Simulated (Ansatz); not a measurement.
Complex (SMILES): F (HF) with Cl (HCl), atoms 1 to 2 the first; geometry from B3LYP-D3(BJ)/def2-TZVP, monomers rigid:
```xyz
4

F     -0.1993     0.2587    -0.2561
H     -0.6953    -0.4360     0.1164
Cl    -1.4096    -2.1732     1.4289
H     -0.3348    -2.0986     2.1286
```

Basis-set convergence of the counterpoise-corrected interaction energy at CCSD(T) with Ansatz (a first-principles code). Cartesian d functions, on some or all atoms, in 6-31G*, 6-31+G*, 6-311G**, 6-311+G**; all else is spherical. Cores are frozen. No added dispersion term, no relativity. Functions are those of the species that has most. Reference: Hartree-Fock in aug-cc-pV(Q+d)Z plus the correlation part extrapolated as X^-3 from aug-cc-pV(T+d)Z and aug-cc-pV(Q+d)Z, -3.03 kcal/mol, itself unsure by roughly 0.04 kcal/mol (a third of the extrapolation step and of the last Hartree-Fock step). Deviations are taken from unrounded values.

```csv
basis,functions,counterpoise-corrected interaction energy (kcal/mol)
6-31G*,38,-0.97
6-31+G*,46,-1.53
def2-SVP,42,-2.06
def2-SVPD,66,-2.15
pcseg-1,42,-1.03
aug-pcseg-1,68,-2.02
cc-pV(D+d)Z,47,-1.32
aug-cc-pV(D+d)Z,73,-2.18
6-311G**,57,-0.71
6-311+G**,65,-1.48
def2-TZVP,80,-2.16
def2-TZVPD,104,-2.33
pcseg-2,92,-2.27
aug-pcseg-2,142,-2.62
cc-pV(T+d)Z,97,-2.23
aug-cc-pV(T+d)Z,147,-2.77
def2-TZVPP,101,-2.39
def2-TZVPPD,125,-2.53
cc-pV(Q+d)Z,179,-2.66
aug-cc-pV(Q+d)Z,261,-2.92
def2-QZVPP,187,-2.75
def2-QZVPPD,211,-2.80
pcseg-3,190,-2.79
aug-pcseg-3,272,-2.85
```

What the diffuse functions change, pair by pair:
- 6-31G* to 6-31+G*: 8 more functions, deviation 2.06 to 1.50 kcal/mol
- def2-SVP to def2-SVPD: 24 more functions, deviation 0.97 to 0.88 kcal/mol
- pcseg-1 to aug-pcseg-1: 26 more functions, deviation 2.00 to 1.01 kcal/mol
- cc-pV(D+d)Z to aug-cc-pV(D+d)Z: 26 more functions, deviation 1.71 to 0.85 kcal/mol
- 6-311G** to 6-311+G**: 8 more functions, deviation 2.31 to 1.55 kcal/mol
- def2-TZVP to def2-TZVPD: 24 more functions, deviation 0.87 to 0.70 kcal/mol
- pcseg-2 to aug-pcseg-2: 50 more functions, deviation 0.76 to 0.41 kcal/mol
- cc-pV(T+d)Z to aug-cc-pV(T+d)Z: 50 more functions, deviation 0.80 to 0.26 kcal/mol
- def2-TZVPP to def2-TZVPPD: 24 more functions, deviation 0.63 to 0.50 kcal/mol
- cc-pV(Q+d)Z to aug-cc-pV(Q+d)Z: 82 more functions, deviation 0.37 to 0.10 kcal/mol
- def2-QZVPP to def2-QZVPPD: 24 more functions, deviation 0.28 to 0.22 kcal/mol
- pcseg-3 to aug-pcseg-3: 82 more functions, deviation 0.24 to 0.18 kcal/mol

Leaving out the reference's own pair, they bring the value nearer the reference by more than 0.04 kcal/mol in 11 of 11 pairs.
